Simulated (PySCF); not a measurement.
# Electron correlation in Pd⁺ (palladium, charge +1)

[Kr] 4d8 5s1, high-spin 4F determinant (an excited configuration). All numbers are calculated (PySCF 2.14, scalar relativity by spin-free X2C-1e, in aug-cc-pVTZ-DK (9s8p6d3f2g, 102 functions)). Frozen: [Kr]; 9 electrons correlated.

```tsv
level	correlation energy (mhartree)
CCSD	-246.15
(T)	-8.00
CCSD(T)	-254.15
```

Diagnostics: T1 = 0.0099, D1 = 0.0379, largest double amplitude 0.015.

Cost of the coupled-cluster step: roughly 50 core-seconds, for 9 correlated electrons.
